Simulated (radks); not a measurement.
Results of a calculation; reference values are marked as such.
Question: Excited configurations of B II: one electron is placed in a higher orbital outside [He] 2s1. The ground configuration is [He] 2s2. Level of theory: scalar-relativistic Kohn-Sham, PBE, spin-unpolarised, spherical densities, point nucleus (a radial shooting solver on a logarithmic mesh with Libxc functionals). Excitation = E - E(ground); binding = E(ion) - E, where the ion is the core of charge +2; n* = 2/sqrt(2 binding) in atomic units, and the quantum defect is n - n*.

outer orbital  excitation (eV)  binding (eV)     n*  quantum defect  eigenvalue (eV)  <r> (bohr)
4p                      21.231         4.191  3.603           0.397           -3.269       9.594
4d                      21.606         3.816  3.776           0.224           -2.883       9.563
5f                      23.107         2.315  4.848           0.152           -1.776       15.20
6s                      23.455         1.967  5.260           0.740           -1.604       21.66
6p                      23.590         1.832  5.450           0.550           -1.488       22.82
6d                      23.686         1.736  5.600           0.400           -1.396       23.16

Estimate the row for 5p.

Answer: excitation (eV) 22.765; binding (eV) 2.657; n* 4.526; quantum defect 0.474; eigenvalue (eV) -2.125; <r> (bohr) 15.49. The Delta-SCF ionisation energy is 25.422 eV (NIST Atomic Spectra Database: 25.155 eV, measured). Self-interaction in the functional shifts the binding energies and quantum defects, so they are the method's values and not measured ones. Spin polarisation and multiplet splitting are left out, so open shells lie too high by an amount that depends on their filling.

Beside tabulated values, note that spin-unpolarised runs miss the spin-polarisation part of the exchange energy of open shells.
